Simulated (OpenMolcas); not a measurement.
# neutral indium: effect of the basis set

| Property | Result |
| --- | --- |
| Program | OpenMolcas 26.06 |
| Method | SS-RASPT2, IPEA 0.25 Eh, imaginary shift 0.1 Eh (closed shells correlated: 4d) |
| Active space | 3 electrons in 9 orbitals (RAS2 5s 5p; RAS3 5d, at most 2 electrons) |
| State averaging | 2S+1 = 4 odd, 1 root (0 in the spin-orbit step); 2S+1 = 2 odd, 3 roots; 2S+1 = 4 even, 3 roots; 2S+1 = 2 even, 5 roots |
| Spin-orbit coupling | RASSI with atomic mean-field integrals over the reference wave functions, term energies averaged over their components |

A. ANO-RCC-VTZP [7s6p4d2f1g], DKH2, point nucleus; CASPT2 step of the order of 4 core-seconds
B. ANO-R2 [7s6p4d2f1g], X2C, finite nucleus; CASPT2 step of the order of 7 core-seconds
C. ANO-RCC-VQZP [8s7p5d3f2g], DKH2, point nucleus; CASPT2 step of the order of 10 core-seconds
D. ANO-RCC [10s9p8d5f3g], DKH2, point nucleus; CASPT2 step about 24 core-seconds

Energies in cm⁻¹ above 5s² 5p ²P°_1/2, the measured ground level; measured values from NIST Handbook of Basic Atomic Spectroscopic Data.

```
         Level      A      B      C      D  Measured
5s² 5p ²P°_1/2    0.0    0.0    0.0    0.0       0.0
5s² 5p ²P°_3/2   2150   2090   2190   2170      2213
 5s 5p² ⁴P_1/2  34690  35030  34770  34860     34978
 5s 5p² ⁴P_3/2  35420  35740  35510  35560     36021
```

Deviations, from unrounded energies. A percentage is the sum of absolute deviations over the sum of measured energies, with the sign that they share, or ± where signs differ.

```
                  Against measurement  Levels     A     B     C     D
       mean absolute deviation (cm-1)       3   320   150   250   210
fine structure of the ground term (%)       1  -3.0  -5.3  -1.2  -1.8
             other configurations (%)       2  -1.3  ±0.5  -1.0  -0.8
```

B lies closest to measurement on these levels and A furthest from it. The largest miss of B in the table is 5s 5p² ⁴P_3/2, by -280 cm-1. The ranking rests on the paired levels alone, and a cruder setting can come out closer through cancelling errors.

Among A to D the level of the table that moves most is 5s 5p² ⁴P_1/2, by 340 cm-1 (lowest in A, highest in B). Moves below CASPT2's spread within the term are not significant.

CASPT2 breaks the degeneracy within a term, and the mean is taken; among the terms shown or strongly mixed into the levels shown the widest spread is 13 cm-1 (5s² 5p ²P°, C). Some high roots are left out of the spin-orbit mixing, which shifts the levels that they would mix with. Active for correlation alone: 5d; no level in the range computed is led by a configuration that fills it, so any true level of that kind is missing (holds for A; B; C). Some terms mix strongly with configurations of 5d, whose occupation reaches 0.24 (5s 5p² ²D) (holds for C). The run also gave levels led by 5s² 5d, which use shells meant for correlation; these and all levels above them are left out (holds for D). Computed and measured levels are paired by configuration, term and J; levels that our copy of the source lacks, or whose pairing is in doubt (as where it misses far off the trend of its configuration), stay unpaired and out of the deviations. Only configurations of the active space appear. The table leaves out levels that lie high or whose names do not pair safely across all columns.

° marks odd parity.
